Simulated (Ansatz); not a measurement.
`C[O][AlH][SeH]` + H–F → `C[O][AlH][F]` + H₂Se  (ligand exchange at the Al–Se bond)

Gas-phase electronic energies from Ansatz, PBE0-D4/def2-TZVP geometries. CBS: MP2 limit from def2 TZ/QZ plus the TZ coupled-cluster correction, frozen cores. This one scheme is used for every species. Functionals use def2-TZVPP. For Se outer-core shells are correlated without core-valence functions, which leaves a few kJ/mol of doubt a bond. Scalar relativity is left out up to krypton. One conformer a species, not always the lowest.

| species | PBE-D4 energy (Eh) |
| --- | --- |
| `C[O][AlH][SeH]` | -2759.82431 |
| H–F | -100.39347 |
| `C[O][AlH][F]` | -457.85575 |
| H₂Se | -2402.38459 |

Task: Work out ΔE.

Result: ΔE = (-457.85575) + (-2402.38459) − (-2759.82431) − (-100.39347) = -0.02256 Eh = -14.2 kcal/mol. CCSD(T)/CBS gives -15.2 kcal/mol.

Largest T1 diagnostic among the species: 0.013.

In def2-TZVPP, CCSD(T) changes the Hartree–Fock value by +3.1 kcal/mol (the triples alone add +0.7 kcal/mol) and MP2 by +3.9 kcal/mol. The D4 term adds +1.8 kcal/mol with B3LYP and +1.0 kcal/mol with PBE0; it sums over pairs of atoms, weighted by their polarisabilities, and B3LYP, whose exchange is more repulsive, gets the larger term.

B3LYP here is the variant with VWN-RPA as its local correlation; programs differ in this.
